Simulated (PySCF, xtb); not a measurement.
Si(H)(Me)(OMe)(NH2) (C2H9NOSi), SMILES CO[SiH](C)N.

xtb with GFN2-xTB at its own geometry gives an orbital gap of 6.71 eV and a dipole moment of 1.23 D.

Geometry optimised at B3LYP-D3(BJ)/def2-SVP. One conformer was computed; it need not be the lowest.

Task: What does B3LYP/def2-TZVP (PySCF) give? (An estimate is asked for; the answer gives what the named calculation found.)

Result: gap 7.71 eV (levels -7.15 and 0.56 eV), dipole 1.51 D.
